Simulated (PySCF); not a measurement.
## Potassium: a sound run and one with changed settings

Sound run: K⁺ [Ar], K²⁺ [Ne] 3s2 3p5. Computed with PySCF 2.14 in Sapporo-DKH3-DZP-2012, with scalar relativity by spin-free X2C-1e. In the sound run the correlated levels freeze [Ne] 3s2. The sound run starts from symmetry-adapted Hartree-Fock orbitals and uses a fine grid where one is needed.

Changed run: the non-relativistic Hamiltonian (point nucleus). This setting is unsound on purpose.

| species | method | sound run (hartree) | changed run (hartree) | converged |
| --- | --- | --- | --- | --- |
| K⁺ | UHF | -601.29717 | -598.28347 | yes |
| K⁺ | B3LYP | -602.06886 | -599.05733 | yes |
| K⁺ | r2SCAN | -602.01839 | -599.00703 | yes |
| K⁺ | MP2 | -601.43726 | -598.42368 | yes |
| K⁺ | CCSD(T) | -601.44992 | -598.43641 | yes |
| K²⁺ | UHF | -600.17714 | -597.16257 | yes |
| K²⁺ | B3LYP | -600.90419 | -597.89173 | yes |
| K²⁺ | r2SCAN | -600.85270 | -597.84032 | yes |
| K²⁺ | MP2 | -600.27240 | -597.25796 | yes |
| K²⁺ | CCSD(T) | -600.28685 | -597.27247 | yes |

Ionisation energy of K⁺:

```
 method  sound run (eV)  changed run (eV)
    UHF          30.477            30.501
  B3LYP          31.692            31.718
 r2SCAN          31.720            31.748
    MP2          31.697            31.721
SCS-MP2          31.627            31.651
   CCSD          31.641            31.665
CCSD(T)          31.649            31.673
```

Most of the change in total energy is the relativistic energy itself. On top of that the contraction fixes the core shape for the Hamiltonian it was made with, so the changed run is not a good calculation with the other Hamiltonian either.

For comparison, NIST gives 31.625 eV between the lowest levels.
